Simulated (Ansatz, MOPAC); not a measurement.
Molecule: C₂H₄BF₂, net charge 0, doublet state. SMILES: B(F)([CH]C)F

Atoms: C1, C2, B3, F4, F5, H6, H7, H8, H9. Bonds: C1-C2, C1-H6, C1-H7, C1-H8, C2-B3, C2-H9, B3-F4, B3-F5.

Bond lengths (Å) and angles (degrees) optimised at AM1 with MOPAC; HF/6-31G* with Ansatz (an electronic-structure program); PBE/6-31G* with Ansatz; MP2/6-31G* with Ansatz, each started from the B3LYP-D3(BJ)/def2-TZVP structure (Ansatz) of the last column. A row stands for all coordinates that are equal there; 12 of 17 kinds are shown. 6-31G* holds six Cartesian d functions. No wavenumbers were computed at PBE/6-31G*, MP2/6-31G*, so these may be saddle points.

```
coordinate    AM1  HF/6-31G*  PBE/6-31G*  MP2/6-31G*  B3LYP-D3(BJ)/def2-TZVP
----------  -----  ---------  ----------  ----------  ----------------------
C1-C2       1.453      1.501       1.490       1.492                   1.484
C1-H6       1.119      1.083       1.101       1.091                   1.089
C1-H7       1.122      1.088       1.110       1.097                   1.097
C2-B3       1.536      1.536       1.535       1.531                   1.524
C2-H9       1.090      1.078       1.098       1.087                   1.086
B3-F4       1.310      1.317       1.345       1.340                   1.334
B3-F5       1.311      1.316       1.342       1.338                   1.332
C1-C2-B3    123.3      124.6       124.2       123.9                   124.7
C2-B3-F4    124.7      121.7       121.3       121.2                   121.7
C2-B3-F5    122.9      121.7       122.0       121.9                   121.9
F4-B3-F5    112.4      116.6       116.8       116.8                   116.4
C2-C1-H6    112.1      111.9       112.3       111.8                   112.5
```

Mean signed difference of all 8 bond lengths from B3LYP-D3(BJ)/def2-TZVP: AM1 0.003 Å, HF/6-31G* -0.004 Å, PBE/6-31G* 0.011 Å, MP2/6-31G* 0.004 Å.
